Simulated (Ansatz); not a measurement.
A nudged elastic band was laid between two geometries of CH$_{2}$BClO$_{2}$ (7 atoms, charge 0, multiplicity 1).

These are results of RKS PBE-D4/6-31G* (Ansatz 0.2.0), not measurements.

```json
{
 "movable images": "9",
 "climbing image": "yes",
 "spring": "5.0 eV/Å²",
 "optimiser": "quadratic models (default)",
 "start path": "through a guess of the saddle point",
 "force threshold": "0.05 eV/Å",
 "iteration limit": "45",
 "end points": "relaxed"
}
```

Image 0:

```xyz
7
Properties=species:S:1:pos:R:3
O -1.075 0.094 1.499
B -0.294 -0.114 0.420
O -0.178 -0.931 -0.668
C 0.841 0.181 -0.537
Cl 0.723 1.441 -1.793
H -1.822 -0.538 1.528
H 1.867 -0.201 -0.496
```

Image 10:

```xyz
7
Properties=species:S:1:pos:R:3
O -1.407 -0.462 1.184
B -0.423 -0.379 0.263
O -0.042 -1.055 -0.855
C 0.781 0.153 -0.495
Cl 0.652 1.513 -1.648
H -1.337 0.253 1.845
H 1.837 -0.092 -0.340
```

(1) What changes between the two ends?

(2) What energy profile does the band end with?

(3) What is the geometry of the highest image?

(4) What are the harmonic wavenumbers there?

The band took 16 iterations and about 5 core-minutes.

Answers

(1) No bond is made or broken. The dihedral H6–O1–B2–O3 goes from -1 to -179°.

(2) The run converged. The highest image is number 4 of 0 to 10, 36.1 kJ/mol above the ends, which have the same energy within 2 meV. A vibrational analysis at the climbing image gives one clearly imaginary mode, 562i cm⁻¹: a first-order saddle point.

| image | path coordinate (Å) | energy (kJ/mol) | dihedral H6–O1–B2–O3 (°) |
| --- | --- | --- | --- |
| 0 | 0.00 | 0.0 | -1 |
| 1 | 0.25 | 3.2 | 11 |
| 2 | 0.49 | 14.3 | 34 |
| 3 | 0.74 | 29.1 | 64 |
| 4 | 0.98 | 36.1 | 93 |
| 5 | 1.15 | 32.8 | 112 |
| 6 | 1.32 | 24.4 | 129 |
| 7 | 1.49 | 14.6 | 144 |
| 8 | 1.66 | 6.4 | 159 |
| 9 | 1.82 | 1.6 | 171 |
| 10 | 1.99 | 0.1 | -179 |

(3) 
```xyz
7
Properties=species:S:1:pos:R:3
O -1.474 0.017 1.121
B -0.447 -0.166 0.254
O -0.110 -0.972 -0.786
C 0.824 0.199 -0.508
Cl 0.842 1.436 -1.790
H -1.422 -0.446 1.975
H 1.848 -0.136 -0.312
```

(4) 562i, 148, 329, 389, 500, 620, 696, 819, 884, 991, 1171, 1252, 1653, 3110, 3750 cm⁻¹.

Time of the run: 5.3 min on 1 CPU thread of a shared host.
